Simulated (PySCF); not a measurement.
GaN, triplet, geometry from GFN2-xTB (such geometries of metal compounds can be far from the true shape); PySCF with SVWN5/6-31G.

Input for PySCF:
```python
from pyscf import gto, scf, dft

mol = gto.Mole()
mol.atom = '''
    Ga   -0.000000   -0.000000   -0.330326
    N     0.000000    0.000000    1.462874
'''
mol.basis = '6-31g'
mol.charge = 0
mol.spin = 2
mol.verbose = 4
mol.build()

mf = dft.UKS(mol)
mf.xc = 'lda,vwn'
mf.kernel()
mf.analyze()
```

What the program printed (banner, timings and long lists left out):

```
PySCF version 2.14.0

[INPUT] verbose = 4
[INPUT] num. atoms = 2
[INPUT] num. electrons = 38
[INPUT] charge = 0
[INPUT] spin (= nelec alpha-beta = 2S) = 2
[INPUT] symmetry False subgroup None
[INPUT] Mole.unit = angstrom
[INPUT] Symbol           X                Y                Z      unit          X                Y                Z       unit  Magmom
[...]
nuclear repulsion = 64.0371708507919
number of shells = 16
number of NR pGTOs = 112
number of NR cGTOs = 36
basis = 6-31g
ecp = {}

******** <class 'pyscf.dft.uks.UKS'> ********
method = UKS
initial guess = minao
damping factor = 0
level_shift factor = 0
DIIS = <class 'pyscf.scf.diis.CDIIS'>
diis_start_cycle = 1
diis_space = 8
diis_damp = 0
SCF conv_tol = 1e-09
SCF conv_tol_grad = None
SCF max_cycles = 50
direct_scf = True
direct_scf_tol = 1e-13
number electrons alpha = 20  beta = 18
XC library pyscf.dft.libxc version 7.1.2
    S. Lehtola, C. Steigemann, M. J. T. Oliveira, and M. A. L. Marques,  SoftwareX 7, 1–5 (2018)
XC functionals = lda,vwn
    P. A. M. Dirac,  Math. Proc. Cambridge Philos. Soc. 26, 376 (1930)
    F. Bloch,  Z. Phys. 57, 545 (1929)
    S. H. Vosko, L. Wilk, and M. Nusair,  Can. J. Phys. 58, 1200 (1980)
radial grids:
    Treutler-Ahlrichs [JCP 102, 346 (1995); DOI:10.1063/1.469408] (M4) radial grids

becke partition: Becke, JCP 88, 2547 (1988); DOI:10.1063/1.454033
pruning grids: <function nwchem_prune>
grids dens level: 3
symmetrized grids: False
atomic radii adjust function: <function treutler_atomic_radii_adjust>
small_rho_cutoff = 0
Set gradient conv threshold to 3.16228e-05
tot grids = 34808
init E= -1975.15419427817

cycle= 1 E= -1975.56253033746  delta_E= -0.408  |g|= 0.283  |ddm|= 1.26

cycle= 2 E= -1973.91119043837  delta_E= 1.65  |g|= 1.37  |ddm|= 1.99

cycle= 3 E= -1975.60349726801  delta_E= -1.69  |g|= 0.212  |ddm|= 1.47

cycle= 4 E= -1975.61623567237  delta_E= -0.0127  |g|= 0.166  |ddm|= 0.847

cycle= 5 E= -1975.63047790684  delta_E= -0.0142  |g|= 0.0891  |ddm|= 0.0931
cycle= 6 E= -1975.63416842153  delta_E= -0.00369  |g|= 0.0497  |ddm|= 0.0519
cycle= 7 E= -1975.63591206612  delta_E= -0.00174  |g|= 0.00352  |ddm|= 0.0613
cycle= 8 E= -1975.63592905059  delta_E= -1.7e-05  |g|= 0.000952  |ddm|= 0.00873
cycle= 9 E= -1975.63593040642  delta_E= -1.36e-06  |g|= 0.000122  |ddm|= 0.00265
cycle= 10 E= -1975.63593044686  delta_E= -4.04e-08  |g|= 8.19e-05  |ddm|= 0.000647
cycle= 11 E= -1975.63593045318  delta_E= -6.32e-09  |g|= 5.87e-06  |ddm|= 0.000154
[...]
converged SCF energy = -1975.63593045321  <S^2> = 2.0207057  2S+1 = 3.0137722
[...]
**** SCF Summaries ****
Total Energy =                       -1975.635930453205901
Nuclear Repulsion Energy =              64.037170850791881
One-electron Energy =                -2885.621251212599418
Two-electron Energy =                  845.948149908601636
Two-electron Coulomb Energy =          924.365471664088773
DFT Exchange-Correlation Energy =      -78.417321755487194
**** MO energy ****
                             alpha | beta                alpha | beta
[...]
To work with the spin densities directly, `use mulliken_meta_spin()` only printing them here.

 ** Mulliken spin pop alpha/beta on meta-lowdin orthogonal AOs **
 ** Mulliken Spin Density (per AO)  **
spin_pop of  0 Ga 1s        0.00000
spin_pop of  0 Ga 2s        0.00002
spin_pop of  0 Ga 3s        0.00097
spin_pop of  0 Ga 4s        0.16450
spin_pop of  0 Ga 5s        0.00781
spin_pop of  0 Ga 2px       0.00000
spin_pop of  0 Ga 2py      -0.00000
spin_pop of  0 Ga 2pz       0.00000
spin_pop of  0 Ga 3px       0.00001
spin_pop of  0 Ga 3py      -0.00001
spin_pop of  0 Ga 3pz       0.00005
spin_pop of  0 Ga 4px       0.12928
spin_pop of  0 Ga 4py      -0.10581
spin_pop of  0 Ga 4pz       0.18260
spin_pop of  0 Ga 5px       0.00040
spin_pop of  0 Ga 5py       0.00018
spin_pop of  0 Ga 5pz       0.00857
spin_pop of  0 Ga 3dxy      0.00000
spin_pop of  0 Ga 3dyz      0.00019
spin_pop of  0 Ga 3dz^2     0.00383
spin_pop of  0 Ga 3dxz      0.00250
spin_pop of  0 Ga 3dx2-y2    0.00000
spin_pop of  0 Ga 4dxy     -0.00000
spin_pop of  0 Ga 4dyz     -0.00002
spin_pop of  0 Ga 4dz^2     0.00007
spin_pop of  0 Ga 4dxz      0.00015
spin_pop of  0 Ga 4dx2-y2   -0.00000
spin_pop of  1 N 1s       -0.00002
spin_pop of  1 N 2s        0.03269
spin_pop of  1 N 3s       -0.00023
spin_pop of  1 N 2px       0.83653
spin_pop of  1 N 2py       0.13651
spin_pop of  1 N 2pz       0.59788
spin_pop of  1 N 3px       0.00134
spin_pop of  1 N 3py      -0.00125
spin_pop of  1 N 3pz       0.00125
 ** Mulliken Spin Density (per atom)  **
spin density of  0 Ga =      0.39529
spin density of  1 N =      1.60471
 ** Mulliken pop alpha/beta on meta-lowdin orthogonal AOs **
 ** Mulliken pop       alpha | beta **
[...]
In total            20.00000 | 18.00000
 ** Mulliken atomic charges   ( Nelec_alpha | Nelec_beta ) **
charge of  0Ga =      0.24557  (    15.57486     15.17957 )
charge of  1N =     -0.24557  (     4.42514      2.82043 )
Dipole moment(X, Y, Z, Debye): -0.00000, -0.00000, -2.28469
```
